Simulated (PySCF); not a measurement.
C4H4N, SMILES [N]1C=CC=C1, multiplicity 2. Geometry: PBE-D3(BJ)/def2-SVP. The isomer is the one that the SMILES or the coordinates give; other isomers of the formula were not compared.

These are PySCF with PBE-D3(BJ)/def2-SVP values and carry that method's errors.

Harmonic wavenumbers (cm⁻¹): 440, 523, 669, 690, 773, 821, 851, 889, 909, 1015, 1061, 1079, 1182, 1243, 1314, 1412, 1531, 3123, 3126, 3169, 3188. Rotational constants (GHz): 9.848, 8.677, 4.613; symmetry number 2.

Work out the zero-point energy and the ideal-gas rigid-rotor harmonic-oscillator thermochemistry at 298.15 K and 1 atm.

ZPE = ½ Σ hcν = ½ × 29007 cm⁻¹ = 173.50 kJ/mol. H − E(el) = 186.57 kJ/mol. Entropy in J/(mol K): translation 161.01, rotation 95.55, vibration 13.92, spin 5.76, total 276.25. G − E(el) = 104.20 kJ/mol. Cp = 70.45 J/(mol K).
